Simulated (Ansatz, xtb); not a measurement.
## Relative energy of two isomers of CH4GeO

Structure I: `C[O][GeH]`, a singlet. Structure II: `[CH3][Ge][OH]`, a singlet. Both are isolated molecules in the gas phase, relaxed with PBE0-D3(BJ)/pcseg-1; the shapes shown needn't be the lowest conformers.

I (Å):

```xyz
7

C    -2.1716   -0.9798   -0.1558
Ge   -4.6233    0.4763    0.3113
O    -3.4665   -0.6022   -0.5603
H    -1.4473   -0.6608   -0.9171
H    -2.1228   -2.0737   -0.0743
H    -1.8963   -0.5340    0.8118
H    -3.6327    0.7531    1.5617
```

II (Å):

```json
{"atom": "C", "x (Å)": "-0.8457", "y (Å)": "-0.7331", "z (Å)": "-0.8306"}
{"atom": "Ge", "x (Å)": "1.0030", "y (Å)": "-0.1138", "z (Å)": "-0.3310"}
{"atom": "O", "x (Å)": "0.6709", "y (Å)": "0.1843", "z (Å)": "1.4346"}
{"atom": "H", "x (Å)": "-1.5804", "y (Å)": "0.0577", "z (Å)": "-0.6159"}
{"atom": "H", "x (Å)": "-0.9232", "y (Å)": "-0.9943", "z (Å)": "-1.8931"}
{"atom": "H", "x (Å)": "-0.2383", "y (Å)": "-0.0064", "z (Å)": "1.7072"}
{"atom": "H", "x (Å)": "-1.1233", "y (Å)": "-1.6173", "z (Å)": "-0.2370"}
```

Quicker runs give these differences E(II) − E(I): GFN2-xTB −6.1 kcal/mol; HF/STO-3G −15.7 kcal/mol (at GFN2-xTB geometries); r2SCAN-D4/def2-SVP −17.8 kcal/mol (at GFN2-xTB geometries).

Problem. Estimate E(II) − E(I) at the level CCSD(T)/def2-TZVP.

Solution. Calculated at CCSD(T)/def2-TZVP: E(II) − E(I) = −20.7 kcal/mol, so structure II lies lower.

The same difference at several levels:

```json
{"level": "GFN2-xTB", "geometry": "GFN2-xTB", "E(II) − E(I) (kcal/mol)": "−6.1", "departure from the last row (kcal/mol)": "+14.6", "job, with rough time for the two": "optimisation, 0.28 s"}
{"level": "HF/STO-3G", "geometry": "GFN2-xTB", "E(II) − E(I) (kcal/mol)": "−15.7", "departure from the last row (kcal/mol)": "+5.0", "job, with rough time for the two": "single point, 0.5 s"}
{"level": "r2SCAN-D4/def2-SVP", "geometry": "GFN2-xTB", "E(II) − E(I) (kcal/mol)": "−17.8", "departure from the last row (kcal/mol)": "+2.9", "job, with rough time for the two": "single point, 4.3 s"}
{"level": "PBE0-D3(BJ)/pcseg-1", "geometry": "PBE0-D3(BJ)/pcseg-1", "E(II) − E(I) (kcal/mol)": "−18.2", "departure from the last row (kcal/mol)": "+2.5", "job, with rough time for the two": "optimisation, 32 s"}
{"level": "HF/def2-TZVP", "geometry": "PBE0-D3(BJ)/pcseg-1", "E(II) − E(I) (kcal/mol)": "−17.4", "departure from the last row (kcal/mol)": "+3.3", "job, with rough time for the two": "part of the CCSD(T) run"}
{"level": "MP2/def2-TZVP", "geometry": "PBE0-D3(BJ)/pcseg-1", "E(II) − E(I) (kcal/mol)": "−22.8", "departure from the last row (kcal/mol)": "−2.1", "job, with rough time for the two": "part of the CCSD(T) run"}
{"level": "CCSD(T)/def2-TZVP", "geometry": "PBE0-D3(BJ)/pcseg-1", "E(II) − E(I) (kcal/mol)": "−20.7", "departure from the last row (kcal/mol)": "", "job, with rough time for the two": "single point, 67 s"}
```

As drawn, II has 1 C–Ge, 1 O–H in place of 1 C–O, 1 Ge–H.

None of the levels shown reverses the order. The largest departure from CCSD(T)/def2-TZVP is that of GFN2-xTB, 14.6 kcal/mol.

With harmonic frequencies from PBE0-D3(BJ)/pcseg-1 (ideal gas, rigid rotor, one conformer each, 298.15 K, 1 atm): on the last row, ΔE + ΔZPE = −20.3, ΔH = −20.0, ΔG = −20.8 kcal/mol.

The correlated steps freeze 11 core orbitals; the filled d shell of Ge is correlated, in a basis made for valence electrons. Codes used: Ansatz 0.2.0, xtb 6.7.1; the last row on 1 thread of AMD EPYC 7R43 64-Core Processor (Zen 3) on a shared host.
